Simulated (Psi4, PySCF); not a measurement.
The Psi4 input:
```
memory 2 GB

molecule {
-1 1
F    -0.99746614   -1.12059139   -0.70097454
Si    0.01274662   -0.03699652    0.01793959
F     1.18066654   -0.53093026   -1.03255443
F    -0.95822949   -0.11468405    1.34561246
F    -0.46470217    1.34877877   -0.65402209
F     1.21990319    0.47497708    1.01403257
}

set {
  basis def2-svp
  freeze_core true
  mp2_type conv
  scf_type pk
  puream true
  d_convergence 1e-8
}

energy('mp2')
print_variables()
```

Task: Convert this to an input for PySCF.

Result: One answer among several that fit: 
```python
from pyscf import gto, scf, mp

mol = gto.Mole()
mol.atom = '''
    F    -0.997466   -1.120591   -0.700975
    Si    0.012747   -0.036997    0.017940
    F     1.180667   -0.530930   -1.032554
    F    -0.958229   -0.114684    1.345612
    F    -0.464702    1.348779   -0.654022
    F     1.219903    0.474977    1.014033
'''
mol.basis = 'def2-svp'
mol.charge = -1
mol.spin = 0
mol.verbose = 4
mol.build()

mf = scf.RHF(mol)
mf.kernel()

pt = mp.MP2(mf, frozen=10)
pt.kernel()
print('E(MP2) = %.10f' % pt.e_tot)
```

Both were run: Psi4 gave -786.995878 Eh and PySCF -786.995878 Eh, 0.000 mEh apart.
